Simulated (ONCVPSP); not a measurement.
Rh (Z = 45): ONCV pseudisation with PBE, scalar-relativistic reference atom.

Input for ONCVPSP 4.0.1:

```
# ATOM AND REFERENCE CONFIGURATION
# atsym  z   nc   nv     iexc    psfile
  Rh 45.00    6    3        4      upf
#
#   n    l    f
    1    0    2.00
    2    0    2.00
    2    1    6.00
    3    0    2.00
    3    1    6.00
    3    2   10.00
    4    0    2.00
    4    1    6.00
    4    2    6.00
#
# PSEUDOPOTENTIAL AND OPTIMIZATION
# lmax
    2
#
#   l,   rc,      ep,       ncon, nbas, qcut
    0    1.60    0.00    3    8   10.00
    1    1.55    0.00    4    8    8.90
    2    1.70    0.00    4    8    9.60
#
# LOCAL POTENTIAL
# lloc, lpopt,  rc(5),   dvloc0
    4    5    1.00    1.00
#
# VANDERBILT-KLEINMAN-BYLANDER PROJECTORs
# l, nproj, debl
    0    2    0.30
    1    2    0.40
    2    2    3.20
#
# MODEL CORE CHARGE
# icmod, fcfact, rcfact
    0    0.00    0.00
#
# LOG DERIVATIVE ANALYSIS
# epsh1, epsh2, depsh
   -6.00    5.00    0.04
#
# OUTPUT GRID
# rlmax, drl
    6.00    0.01
#
# TEST CONFIGURATIONS
# ncnf
    4
# nvcnf
#   n    l    f
    4
    4    0    2.00
    4    1    6.00
    4    2    8.00
    5    0    1.00
#
    3
    4    0    2.00
    4    1    6.00
    4    2    8.00
#
    3
    4    0    2.00
    4    1    6.00
    4    2    7.00
#
    4
    4    0    2.00
    4    1    6.00
    4    2    7.00
    5    0    1.00
#
```

Command:

```bash
oncvpsp.x < Rh.dat > Rh.out
```

Resulting log (shortened: citation, most of the input echo, consistency checks and plot data are left out):

```
ONCVPSP  (Optimized Norm-Conservinng Vanderbilt PSeudopotential)
scalar-relativistic version 4.0.1

#   n    l    f        energy (Ha)
    1    0    2.00    -8.4802093E+02
    2    0    2.00    -1.2410800E+02
    2    1    6.00    -1.1136462E+02
    3    0    2.00    -2.3289736E+01
    3    1    6.00    -1.9100389E+01
    3    2   10.00    -1.2403917E+01
    4    0    2.00    -4.3561986E+00
    4    1    6.00    -3.1631583E+00
    4    2    6.00    -1.4520092E+00

Reference configufation results
  iterations    18
  all-electron total energy (Ha)   -4.78193008D+03

Begin loop to  construct optimized pseudo wave functions
and semi-local pseudopoentials for all angular momenta

WARNING wellstate: moderately localized bound state found for n= 5 l=  0
WARNING scattering state with energy  0.05000000
WARNING will be used for the first projector

   Wellstate for l =  0  n =  7
     eigenvalue =   0.0500
     asymptotic potential =   0.5500
     half-point radius =  6.4136

Calculating optimized projector #   1

 for l=   0

    Fraction of norm inside rc  0.956051
    Optimizing pswf for qcut=  10.00 a_B^-1,  ecut=  49.99 Ha
    Residual kinetic energy error=  1.23D-08 Ha

    Energy error per electron        Cutoff
         Ha          eV             Ha
         0.01000     0.27211       23.34
         0.00100     0.02721       29.95
         0.00010     0.00272       35.53
         0.00001     0.00027       40.06

Calculating optimized projector #   2

 for l=   0

    Fraction of norm inside rc  0.032928
    Optimizing pswf for qcut=  10.00 a_B^-1,  ecut=  49.99 Ha
    Residual kinetic energy error=  3.01D-09 Ha

    Energy error per electron        Cutoff
         Ha          eV             Ha
         0.01000     0.27211       15.87
         0.00100     0.02721       24.81
         0.00010     0.00272       31.68
         0.00001     0.00027       37.14

WARNING wellstate: negative energy specified for n= 5 l=  1
WARNING scattering state with energy  0.25000000
WARNING will be used for the first projector

   Wellstate for l =  1  n =  6
     eigenvalue =   0.2500
     asymptotic potential =   0.7500
     half-point radius =  2.8586

Calculating optimized projector #   1

 for l=   1

    Fraction of norm inside rc  0.896321
    Optimizing pswf for qcut=   8.90 a_B^-1,  ecut=  39.64 Ha
    Residual kinetic energy error=  6.60D-07 Ha

    Energy error per electron        Cutoff
         Ha          eV             Ha
         0.01000     0.27211       12.09
         0.00100     0.02721       19.78
         0.00010     0.00272       29.53
         0.00001     0.00027       34.54

Calculating optimized projector #   2

 for l=   1

    Fraction of norm inside rc  0.034651
    Optimizing pswf for qcut=   8.90 a_B^-1,  ecut=  39.64 Ha
    Residual kinetic energy error=  1.24D-06 Ha

    Energy error per electron        Cutoff
         Ha          eV             Ha
         0.01000     0.27211        9.96
         0.00100     0.02721       13.87
         0.00010     0.00272       28.22
         0.00001     0.00027       34.74

   Wellstate for l =  2  n =  7
     eigenvalue =   1.7480
     asymptotic potential =   2.2480
     half-point radius =  3.9437

Calculating optimized projector #   1

 for l=   2

    Fraction of norm inside rc  0.761918
    Optimizing pswf for qcut=   9.59 a_B^-1,  ecut=  45.99 Ha
    Residual kinetic energy error=  5.50D-08 Ha

    Energy error per electron        Cutoff
         Ha          eV             Ha
         0.01000     0.27211       21.89
         0.00100     0.02721       28.22
         0.00010     0.00272       33.72
         0.00001     0.00027       38.03

Calculating optimized projector #   2

 for l=   2

    Fraction of norm inside rc  0.048836
    Optimizing pswf for qcut=   9.59 a_B^-1,  ecut=  45.99 Ha
    Residual kinetic energy error=  9.22D-08 Ha

    Energy error per electron        Cutoff
         Ha          eV             Ha
         0.01000     0.27211       19.37
         0.00100     0.02721       26.73
         0.00010     0.00272       33.13
         0.00001     0.00027       38.08

Construct Vanderbilt / Kleinmman-Bylander projectors

B matrix Hermiticity error, ll=   0
   1   2    3.4667E-04

  Orthonormal projector coefficients  1.6297E+01  1.8653E+00

B matrix Hermiticity error, ll=   1
   1   2   -2.9529E-04

  Orthonormal projector coefficients  9.7508E+00  1.5671E+00

B matrix Hermiticity error, ll=   2
   1   2    2.2202E-04

  Orthonormal projector coefficients  4.5800E+00  8.0047E-01

Pseudoatom total energy -108.328354

Diagnostic tests using Vanderbilt-Kleinman-Bylander pseudopotentials
  1 or more projectors used as specified by nproj input data

   l    rcore       rmatch      e in        delta e   norm test  slope test

   0   1.6045276   1.6532446  -4.3561986   0.0000016   1.0001787   1.0001662
   0   1.6045276   1.6532446   0.0500000   0.0000543   1.0002471   1.0002471

   1   1.5572463   1.6045276  -3.1631583  -0.0000033   1.0001509   1.0001604
   1   1.5572463   1.6045276   0.2500000   0.0000543   1.0003078   1.0003078

   2   1.7034407   1.7551608  -1.4520092  -0.0000003   1.0000875   1.0001074
   2   1.7034407   1.7551608   1.7479909   0.0000854   1.0002382   1.0002382

 Testing for bound ghosts
   n   l    E NL Schr. Eq   E Basis Diag.   E Cutoff

   1   0       -4.356197       -4.356195    102.80

   2   1       -3.163162       -3.163159    125.36

   3   2       -1.452009       -1.451830    118.88

 Testing for highly-localized positive-energy ghosts
       l    <radius>/rc     E Basis Diag.   E Cutoff

       0        0.860211        5.995151    102.80  WARNING - GHOST(+)

Test configuration 0

   n   l     f        eae           eps        diff
   1   0  2.0000 -848.02092961
   2   0  2.0000 -124.10800311
   2   1  6.0000 -111.36462100
   3   0  2.0000  -23.28973622
   3   1  6.0000  -19.10038942
   3   2 10.0000  -12.40391671
   4   0  2.0000   -4.35619855   -4.35619700    1.55D-06
   4   1  6.0000   -3.16315830   -3.16316157   -3.27D-06
   4   2  6.0000   -1.45200915   -1.45200950   -3.47D-07

    Total energies and differences
      AE_ref= -4.78193008D+03  AE_tst= -4.78193008D+03  dif=  0.00D+00
      PS_ref= -1.08328354D+02  PS_tst= -1.08328354D+02  dif= -9.95D-14
      PSP excitation error=  9.95D-14

Test configuration 1

   n   l     f        eae           eps        diff
   1   0  2.0000 -846.66443137
   2   0  2.0000 -122.74521940
   2   1  6.0000 -110.00223373
   3   0  2.0000  -21.93392133
   3   1  6.0000  -17.74459248
   3   2 10.0000  -11.04702921
   4   0  2.0000   -3.03163420   -3.03186421   -2.30D-04
   4   1  6.0000   -1.85293593   -1.85288600    4.99D-05
   4   2  8.0000   -0.21830311   -0.21829198    1.11D-05
   5   0  1.0000   -0.15803561   -0.15803371    1.90D-06

    Total energies and differences
      AE_ref= -4.78193008D+03  AE_tst= -4.78411580D+03  dif= -2.19D+00
      PS_ref= -1.08328354D+02  PS_tst= -1.10514388D+02  dif= -2.19D+00
      PSP excitation error=  3.22D-04

Test configuration 2

   n   l     f        eae           eps        diff
   1   0  2.0000 -846.94630704
   2   0  2.0000 -123.02301999
   2   1  6.0000 -110.28026794
   3   0  2.0000  -22.21299883
   3   1  6.0000  -18.02365717
   3   2 10.0000  -11.32575682
   4   0  2.0000   -3.31425982   -3.31476195   -5.02D-04
   4   1  6.0000   -2.13680404   -2.13687934   -7.53D-05
   4   2  8.0000   -0.49917926   -0.49918640   -7.14D-06

    Total energies and differences
      AE_ref= -4.78193008D+03  AE_tst= -4.78384162D+03  dif= -1.91D+00
      PS_ref= -1.08328354D+02  PS_tst= -1.10240146D+02  dif= -1.91D+00
      PSP excitation error=  2.56D-04

Test configuration 3

   n   l     f        eae           eps        diff
   1   0  2.0000 -847.44332071
   2   0  2.0000 -123.52424957
   2   1  6.0000 -110.78120027
   3   0  2.0000  -22.71197335
   3   1  6.0000  -18.52263281
   3   2 10.0000  -11.82520781
   4   0  2.0000   -3.80192048   -3.80224818   -3.28D-04
   4   1  6.0000   -2.61818123   -2.61825235   -7.11D-05
   4   2  7.0000   -0.94601852   -0.94611181   -9.33D-05

    Total energies and differences
      AE_ref= -4.78193008D+03  AE_tst= -4.78312461D+03  dif= -1.19D+00
      PS_ref= -1.08328354D+02  PS_tst= -1.09523050D+02  dif= -1.19D+00
      PSP excitation error=  1.68D-04

Test configuration 4

   n   l     f        eae           eps        diff
   1   0  2.0000 -847.10026389
   2   0  2.0000 -123.18599832
   2   1  6.0000 -110.44266596
   3   0  2.0000  -22.37303248
   3   1  6.0000  -18.18371193
   3   2 10.0000  -11.48659654
   4   0  2.0000   -3.46213795   -3.46211911    1.88D-05
   4   1  6.0000   -2.27827490   -2.27816752    1.07D-04
   4   2  7.0000   -0.61343155   -0.61350424   -7.27D-05
   5   0  1.0000   -0.44558890   -0.44559676   -7.86D-06

    Total energies and differences
      AE_ref= -4.78193008D+03  AE_tst= -4.78370689D+03  dif= -1.78D+00
      PS_ref= -1.08328354D+02  PS_tst= -1.10105454D+02  dif= -1.78D+00
      PSP excitation error=  2.91D-04
```

The run took about 3.5 s on one core of a shared server CPU.
